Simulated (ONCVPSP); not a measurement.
# Scattering properties, ONCV potential for Ca (Z = 20)

```json
{
 "Element": "Ca",
 "Generator": "ONCVPSP 4.0.1",
 "Type": "optimised norm-conserving Vanderbilt (ONCV)",
 "Functional": "PBE",
 "Relativity": "fully relativistic",
 "Frozen core": "[Ne]",
 "Valence charge": "10",
 "Reference configuration": "3s2 3p6 4s1.5 4p0.5",
 "Partial waves": "3s+4s: rc 1.75 bohr, ncon 3, nbas 7, qcut 5.6 1/bohr, 2 projectors; 3p+4p: rc 1.85 bohr, ncon 3, nbas 6, qcut 7 1/bohr, 2 projectors; d scattering state at 0.02 Ha: rc 1.55 bohr, ncon 3, nbas 6, qcut 5.5 1/bohr, 2 projectors, debl 2.8 Ha",
 "Local potential": "polynomial inside 1.05 bohr (lpopt 5, dvloc0 0 Ha)",
 "Core correction": "Teter function, fcfact 5, rcfact 1.2"
}
```

Open shells are filled in proportion to 2j + 1.

In the d channel the program set the typed energies aside and used 0.050, 2.850 Ha (j = l + 1/2; the other j can differ).

The phase is arctan(r·R′/R) of the radial function R(r), unwrapped; energies in Ha, scanned from -3 to 5 Ha. A pole is an energy at which the radial function vanishes at the test radius. The pseudo phase is shifted by a multiple of π to meet the all-electron one at the reference energy, and phase errors are pseudo minus all-electron; the curves can meet again beyond the range given. Levels narrower than the energy grid can be missing from the lists of poles.

```
channel  radius (bohr)  reference energy (Ha)  poles, all-electron  poles, pseudo  unbroken range about the reference energy with phases within 0.05 rad  phase error 1 Ha above the reference energy (rad)
      s           1.77                  -0.15                -1.25    -1.25, 4.85                                                              below 4.5                                             -0.002
   p3/2           1.88                  -0.06                -0.57          -0.57                                                        the whole range                                             -0.000
   p1/2           1.88                  -0.06                -0.59          -0.59                                                        the whole range                                             -0.000
   d5/2           1.57                   0.05                 1.21           1.21                                                        the whole range                                             -0.001
   d3/2           1.57                   0.05                 1.21           1.20                                                        the whole range                                             -0.001
```

Phases in the p3/2 channel:

| E (Ha) | all-electron | pseudo |
| --- | --- | --- |
| -2.98 | 1.207 | 1.207 |
| -2.76 | 1.172 | 1.172 |
| -2.54 | 1.125 | 1.125 |
| -2.32 | 1.057 | 1.057 |
| -2.10 | 0.951 | 0.951 |
| -1.88 | 0.765 | 0.765 |
| -1.66 | 0.383 | 0.383 |
| -1.44 | -0.339 | -0.339 |
| -1.22 | -0.983 | -0.983 |
| -1.00 | -1.302 | -1.302 |
| -0.78 | -1.469 | -1.469 |
| -0.56 | -1.573 | -1.573 |
| -0.34 | -1.651 | -1.651 |
| -0.12 | -1.716 | -1.716 |
| 0.10 | -1.777 | -1.777 |
| 0.32 | -1.842 | -1.842 |
| 0.54 | -1.917 | -1.917 |
| 0.76 | -2.012 | -2.012 |
| 0.98 | -2.142 | -2.143 |
| 1.20 | -2.337 | -2.338 |
| 1.42 | -2.643 | -2.645 |
| 1.64 | -3.087 | -3.090 |
| 1.86 | -3.559 | -3.563 |
| 2.08 | -3.907 | -3.910 |
| 2.30 | -4.127 | -4.130 |
| 2.52 | -4.268 | -4.271 |
| 2.74 | -4.364 | -4.366 |
| 2.96 | -4.432 | -4.435 |
| 3.18 | -4.484 | -4.487 |
| 3.40 | -4.525 | -4.527 |
| 3.62 | -4.558 | -4.561 |
| 3.84 | -4.586 | -4.588 |
| 4.06 | -4.609 | -4.612 |
| 4.28 | -4.630 | -4.633 |
| 4.50 | -4.649 | -4.652 |
| 4.72 | -4.665 | -4.669 |
| 4.94 | -4.681 | -4.685 |
